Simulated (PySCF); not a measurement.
Ligands exchanged one at a time, Ga Br-NH2. Gas-phase values, no solvent. One relaxed conformer stands for each flexible species; it need not be the lowest. Strings in code marks are SMILES.

Level of theory: CAM-B3LYP-D3(BJ)/def2-TZVP run with PySCF. Delta-SCF ions had no search for a lower state. Excitations are Tamm–Dancoff values on a coarser integration grid. The basis has no diffuse functions, so Rydberg states are missing or too high.

| species | HOMO–LUMO gap (eV) | HOMO (eV) | T1 excitation (TDA) (eV) | S1 oscillator strength | vertical ionisation energy (Delta-SCF) (eV) |
|---|---|---|---|---|---|
| 0 of 3 Br replaced by NH2 (`[Br][Ga]([Br])[Br]`) | 8.75 | -10.02 | 5.04 | 0.000 | 10.94 |
| 1 of 3 Br replaced by NH2 | 9.09 | -9.40 | 5.19 | 0.003 | 10.21 |
| 2 of 3 Br replaced by NH2 (`[NH2][Ga]([Br])[NH2]`) | 9.23 | -8.67 | 5.21 | ? | ? |
| 3 of 3 Br replaced by NH2 (`[NH2][Ga]([NH2])[NH2]`) | ? | ? | ? | 0.002 | 9.04 |

Question: Some entries are withheld; supply them.

Answer: 
- 2 of 3 Br replaced by NH2 (`[NH2][Ga]([Br])[NH2]`), S1 oscillator strength: 0.000
- 2 of 3 Br replaced by NH2 (`[NH2][Ga]([Br])[NH2]`), vertical ionisation energy (Delta-SCF) (eV): 9.52
- 3 of 3 Br replaced by NH2 (`[NH2][Ga]([NH2])[NH2]`), HOMO–LUMO gap (eV): 9.16
- 3 of 3 Br replaced by NH2 (`[NH2][Ga]([NH2])[NH2]`), HOMO (eV): -8.11
- 3 of 3 Br replaced by NH2 (`[NH2][Ga]([NH2])[NH2]`), T1 excitation (TDA) (eV): 5.25
